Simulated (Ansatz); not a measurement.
Ansatz results at the PBE0-D4/def2-TZVP geometry: LUMO energy (PBE/def2-TZVPP) -0.51 eV; HOMO energy (PBE0/def2-TZVPP) -7.79 eV; HOMO energy (B3LYP/def2-TZVPP) -7.57 eV.

Each molecule was computed in one conformer, which needn't be the lowest.

Q: Which molecule gave them?
A. `FCN[SiH3]`
B. `[SiH3][C@H]1[O][Ge@@H]1[Cl]`
C. `N[SiH2]CF`
D. `OC(=S)S`

A: A. The others give `N[SiH2]CF`: -0.51, -7.48, -7.26; `OC(=S)S`: -2.45, -7.03, -6.78; `[SiH3][C@H]1[O][Ge@@H]1[Cl]`: -2.18, -7.48, -7.26.

B3LYP here is the variant with VWN-RPA as its local correlation; programs differ in this.
